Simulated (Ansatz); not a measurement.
| atom | x (Å) | y (Å) | z (Å) |
| --- | --- | --- | --- |
| O | 0.0000 | 0.0000 | -0.6282 |
| O | 0.0000 | 0.0000 | 0.6282 |

Basis set: 6-31G (spherical functions). Left uncorrelated: 2 orbitals. Correlation on ROHF uses semicanonical orbitals with singles. Charge 0, multiplicity 3.

Computed with Ansatz (development build ahead of 0.2.0); the reference of a correlated method needn't be the lowest determinant of its kind.

Give the atomization energy at this shape (free ground-state atoms in the same class of orbitals less the molecule, no zero-point energy) of triplet O2 by UHF-BCCD(T), ROHF-CCSD(T).

| method | atomization energy |
| --- | --- |
| UHF-BCCD(T) | 3.07 eV |
| ROHF-CCSD(T) | 3.07 eV |

Caution: the reference determinant was not shown to be the lowest.

This basis has no polarisation functions and is too small for such energies, which can lie far from measured ones in either direction.
